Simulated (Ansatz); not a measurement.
`OBC=S` and `[SiH3][SiH2]BC=S` differ in one atom or group.

Ansatz, PBE0-D4/def2-TZVP geometries, multiplicity 1. Each molecule was computed in one conformer, which needn't be the lowest.

| property | `OBC=S` |
| --- | --- |
| size of the dipole moment (ωB97M-V/def2-TZVPP) / D | 2.49 |
| LUMO energy (PBE/def2-TZVPP) / eV | -3.95 |
| HOMO energy (PBE/def2-TZVPP) / eV | -5.19 |
| HOMO–LUMO gap (PBE0/def2-TZVPP) / eV | 3.40 |
| LUMO energy (ωB97M-V/def2-TZVPP) / eV | -0.86 |
| HOMO–LUMO gap (ωB97M-V/def2-TZVPP) / eV | 7.80 |

**Question.** Give the same properties after the change, and the shifts. (Best estimate.)

**Answer.** Computed: 
```tsv
property	`[SiH3][SiH2]BC=S`	shift
size of the dipole moment (ωB97M-V/def2-TZVPP) / D	2.20	-0.29
LUMO energy (PBE/def2-TZVPP) / eV	-3.87	0.08
HOMO energy (PBE/def2-TZVPP) / eV	-6.36	-1.17
HOMO–LUMO gap (PBE0/def2-TZVPP) / eV	4.40	1.00
LUMO energy (ωB97M-V/def2-TZVPP) / eV	-0.89	-0.03
HOMO–LUMO gap (ωB97M-V/def2-TZVPP) / eV	8.50	0.70
```

With PBE0 the HOMO falls by 0.95 eV and the LUMO rises by 0.05 eV, so the gap widens by about 1.00 eV. PBE moves the HOMO by -1.17 eV and ωB97M-V by -0.73 eV. Dipoles are sizes alone; their direction can turn.
